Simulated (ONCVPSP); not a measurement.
**An odd input for ONCVPSP 4.0.1 (chlorine (Cl))**

Command:

```bash
oncvpsp.x < Cl.dat > Cl.out
```

Input:

```
# ATOM AND REFERENCE CONFIGURATION
# atsym  z   nc   nv     iexc    psfile
  Cl 17.00    1    4        4      upf
#
#   n    l    f
    1    0    2.00
    2    0    2.00
    2    1    6.00
    3    0    2.00
    3    1    5.00
#
# PSEUDOPOTENTIAL AND OPTIMIZATION
# lmax
    1
#
#   l,   rc,      ep,       ncon, nbas, qcut
    0    0.65    0.00    3    8   16.10
    1    0.70    0.00    3    8   16.40
#
# LOCAL POTENTIAL
# lloc, lpopt,  rc(5),   dvloc0
    4    5    0.55   -8.00
#
# VANDERBILT-KLEINMAN-BYLANDER PROJECTORs
# l, nproj, debl
    0    2    1.10
    1    3    4.00
#
# MODEL CORE CHARGE
# icmod, fcfact, rcfact
    1    0.35    0.00
#
# LOG DERIVATIVE ANALYSIS
# epsh1, epsh2, depsh
  -11.00    5.00    0.04
#
# OUTPUT GRID
# rlmax, drl
    6.00    0.01
#
# TEST CONFIGURATIONS
# ncnf
    4
# nvcnf
#   n    l    f
    4
    2    0    2.00
    2    1    6.00
    3    0    2.00
    3    1    4.00
#
    4
    2    0    2.00
    2    1    6.00
    3    0    2.00
    3    1    3.00
#
    4
    2    0    2.00
    2    1    6.00
    3    0    2.00
    3    1    2.00
#
    4
    2    0    2.00
    2    1    6.00
    3    0    2.00
    3    1    4.50
#
```

This is an input that runs to its end, with one change: dvloc0 set to -8.00 Ha.

How does the run end?

The program runs through. Ghost flags: GHOST(+) p at 505.0 eV, GHOST(+) p at 12441.7 eV; the largest excitation error among the 4 tests with output is 10 meV, against 12.1 meV for the unchanged input.

```

   n   l     f        eae           eps        diff
   1   0  2.0000 -102.16287788
   2   0  2.0000  -10.31132582  -10.31067247    6.53D-04
   2   1  6.0000   -8.07035097   -8.06701348    3.34D-03
   3   0  2.0000   -1.65066312   -1.65057672    8.64D-05
   3   1  3.0000   -1.16439521   -1.16415878    2.36D-04

    Total energies and differences
      AE_ref= -4.61433302D+02  AE_tst= -4.59988241D+02  dif=  1.45D+00
      PS_ref= -1.78542299D+02  PS_tst= -1.77097337D+02  dif=  1.44D+00
      PSP excitation error=  9.90D-05

Test configuration 3

   n   l     f        eae           eps        diff
   1   0  2.0000 -102.81896836
   2   0  2.0000  -10.93703232  -10.93598110    1.05D-03
   2   1  6.0000   -8.69929363   -8.69242570    6.87D-03
   3   0  2.0000   -2.16371979   -2.16357742    1.42D-04
   3   1  2.0000   -1.65791535   -1.65738386    5.31D-04

    Total energies and differences
      AE_ref= -4.61433302D+02  AE_tst= -4.58580469D+02  dif=  2.85D+00
      PS_ref= -1.78542299D+02  PS_tst= -1.75689834D+02  dif=  2.85D+00
      PSP excitation error=  3.68D-04

Test configuration 4

   n   l     f        eae           eps        diff
   1   0  2.0000 -101.33708112
   2   0  2.0000   -9.51096942   -9.51078861    1.81D-04
   2   1  6.0000   -7.26722044   -7.26703295    1.87D-04
   3   0  2.0000   -0.96249087   -0.96241614    7.47D-05
   3   1  4.5000   -0.50749013   -0.50743311    5.70D-05

    Total energies and differences
      AE_ref= -4.61433302D+02  AE_tst= -4.61228144D+02  dif=  2.05D-01
      PS_ref= -1.78542299D+02  PS_tst= -1.78337146D+02  dif=  2.05D-01
      PSP excitation error=  4.61D-06
```
